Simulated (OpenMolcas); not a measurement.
**Cu IV: effect of correlating more closed shells**

```
Program             : OpenMolcas 26.06
Basis               : ANO-RCC-VTZP [6s5p3d2f1g]
Scalar Hamiltonian  : DKH2, point nucleus
Active space        : 8 electrons in 5 orbitals (3d)
State averaging     : 2S+1 = 3 even, 10 roots; 2S+1 = 1 even, 15 roots
Spin-orbit coupling : state interaction with AMFI integrals over the reference wave functions, term energies averaged over their components
```

Methods on the same reference wave functions:
A. CASSCF
B. SS-CASPT2, IPEA 0.25 Eh, imaginary shift 0.1 Eh (closed shells correlated: none)
C. SS-CASPT2, IPEA 0.25 Eh, imaginary shift 0.1 Eh (closed shells correlated: 3s 3p)
D. SS-CASPT2, IPEA 0.25 Eh, imaginary shift 0.1 Eh (closed shells correlated: 2s 2p 3s 3p)

Energies in cm-1 above 3d8 3F4, the measured ground level; measured values from Sugar and Musgrove, J. Phys. Chem. Ref. Data 19, 527 (1990).

| Level | A | B | C | D | Measured |
| --- | --- | --- | --- | --- | --- |
| 3d8 3F4 | 0.0 | 0.0 | 0.0 | 0.0 | 0.0 |
| 3d8 3F3 | 1820 | 1822 | 1823 | 1823 | 1861 |
| 3d8 3F2 | 3051 | 3040 | 3020 | 3020 | 3078 |
| 3d8 1D2 | 19656 | 17620 | 15860 | 15810 | 16248 |
| 3d8 3P2 | 23821 | 20810 | 20060 | 20000 | 19697 |
| 3d8 3P1 | 24267 | 21040 | 20510 | 20450 | 20097 |
| 3d8 3P0 | 24616 | 21380 | 20850 | 20780 | 20423 |
| 3d8 1G4 | 30468 | 28470 | 27220 | 27210 | 26913 |
| 3d8 1S0 | 73244 | 65020 | 62130 | 61970 | 61456 |

Deviations, from unrounded energies. A percentage is the sum of absolute deviations over the sum of measured energies, with the sign that they share, or ± where signs differ.

```tsv
Against measurement	Levels	A	B	C	D
mean absolute deviation (cm-1)	8	3900	1200	330	300
fine structure of the ground term (%)	2	-1.4	-1.6	-1.9	-1.9
other terms of the ground configuration (%)	6	+19.0	+5.8	±1.6	±1.4
```

D lies closest to measurement on these levels and A furthest from it. The largest miss of D in the table is 3d8 1S0, by +520 cm-1. The ranking rests on the paired levels alone, and a cruder setting can come out closer through cancelling errors.

Among B to D the level of the table that moves most is 3d8 1S0, by 3000 cm-1 (lowest in D, highest in B). Moves below CASPT2's spread within the term are not significant.

The two smallest mean deviations differ by little beside CASPT2's spread within terms, so their order carries little weight.

From A to B the spin-free energies of the other terms of 3d8 shown, above 3F, scale by factors of 0.86 to 0.93, as is usual when dynamic correlation screens the repulsion within a d or f shell.

The lowest spin-free term lies below A's lowest term by 0.254 hartree in B, 0.607 hartree in C, 0.658 hartree in D.

What an inner shell adds also hangs on whether the basis holds functions to correlate it.

CASPT2 breaks the degeneracy within a term, and the mean is taken; among the terms shown or strongly mixed into the levels shown the widest spread is 630 cm-1 (3d8 3F, D). Without dynamic correlation excited terms often stand tens of per cent too high (terms of higher spin than the ground term too low), and those without a measured partner can miss by more than the paired ones (holds for A). Measured partners are found by configuration, term and J. A level has none where our copy of the source lacks it or the pairing is in doubt (some pairs that miss far off the trend of their configuration count as doubtful), and it then counts in no deviation. Only configurations of the active space appear.
